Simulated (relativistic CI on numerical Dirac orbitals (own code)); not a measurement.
# Sensitivity of the levels of Bi49+ to α and to the nuclear radius

Method of calculation: Dirac-Coulomb-Breit CI, separate exchange-only KLI orbitals for each configuration, derivatives by finite differences, unscaled Slater integrals, QED left out (own radial code, finite nucleus).

Configuration list (outside the closed core [Ar] 3d10): 4s²4p⁴, 4s4p⁵, 4s²4p³4d, 4p⁶, 4s²4p³4f, 4s4p⁴4d, 4s4p⁴4f. Double excitations out of closed p, d and f shells are left out; levels of such configurations are missing from the list, as are those of other unlisted configurations, and high levels can miss mixing partners.

With x = (α/α₀)² − 1 an excitation energy changes as ω = ω₀ + qx; K = 2q/ω₀ is the relative enhancement. Terms are leading LS components, so labels can repeat. The field-shift factor is F = δν/δ⟨r²⟩ for the transition from the lowest level.

Lowest level 4s²4p⁴ ³P2.

```
        Level  ω₀ (cm⁻¹)   q (cm⁻¹)       K  F (GHz/fm²)
   4s²4p⁴ ¹S0      96592       3635  0.0753        0.171
   4s²4p⁴ ³P1    1390748  1.819e+06    2.62         -478
   4s²4p⁴ ¹D2    1434297  1.816e+06    2.53         -478
4s²4p³4d ³D°2    1511602      81800   0.108         26.7
4s²4p³4d ³P°0    1543605      81860   0.106         36.2
4s²4p³4d ³D°1    1547926      97890   0.126        -11.7
4s²4p³4d ³F°3    1550485      86310   0.111         34.7
4s²4p³4d ³F°4    1820840     384800   0.423         45.7
4s²4p³4d ³D°2    1857822     443300   0.477         -124
4s²4p³4d ³D°3    1969658     408000   0.414         37.9
4s²4p³4d ³D°1    2008026     419600   0.418        -5.64
   4s4p⁵ ³P°2    2448826  1.984e+06    1.62        -5000
   4s4p⁵ ¹P°1    2572497  2.001e+06    1.56        -4690
4s²4p³4d ³F°2    2858984  1.894e+06    1.33         -440
4s²4p³4d ³D°1    2861953    1.9e+06    1.33         -548
   4s²4p⁴ ³P0    2863194  3.635e+06    2.54         -986
4s²4p³4d ⁵D°0    2867371  1.905e+06    1.33         -473
4s²4p³4d ³G°3    2896648  1.898e+06    1.31         -439
4s²4p³4d ³G°4    2936142   1.89e+06    1.29         -440
4s²4p³4d ³F°2    2994370  1.898e+06    1.27         -455
4s²4p³4d ³D°3    3089612  1.892e+06    1.22         -427
4s²4p³4d ³P°2    3105872  1.903e+06    1.23         -673
4s²4p³4d ³S°1    3119429  1.925e+06    1.23         -786
```

At this charge energies of transitions that change n are usually good to better than 1 %, and those within a shell (Δn = 0) to a few per cent.
